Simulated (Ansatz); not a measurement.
Reaction (redistribution): `O[SiH2]C[Si](O)(F)F` + `O[SiH](O)CCl` → `O[SiH2]C[SiH](O)O` + `O[Si](F)(F)CCl`

Computed with Ansatz on PBE0-D4/def2-TZVP structures; ΔE is electronic, products minus reactants. CCSD(T)/CBS adds triple-zeta CCSD(T) − MP2 to the extrapolated MP2 energy (def2 sets, frozen cores). Functionals use def2-TZVPP. B3LYP here is the variant with VWN-RPA as its local correlation; programs differ in this. One conformer a species, not always the lowest.

| level | ΔE (kJ/mol) |
| --- | --- |
| r2SCAN-D4 | 8.2 |
| PBE0-D4 | 8.1 |
| B2PLYP | 8.8 |
| B3LYP | 9.0 |
| HF/def2-TZVPP | 12.3 |
| SCS-MP2/def2-QZVPP | 9.2 |
| HF/CBS(def2) | 12.4 |
| MP2/CBS(def2) | 9.1 |

Task: What does CCSD(T)/CBS give? (An estimate is asked.)

Result: Ansatz gave: +8.9 kJ/mol. The listed levels differ from it by -0.7, -0.8, -0.1, 0.1, 3.4, 0.3, 3.5, 0.2 kJ/mol.

Largest T1 diagnostic among the species: 0.011.

In def2-TZVPP, CCSD(T) changes the Hartree–Fock value by −4.2 kJ/mol (the triples alone add −0.6 kJ/mol) and MP2 by −4.0 kJ/mol.
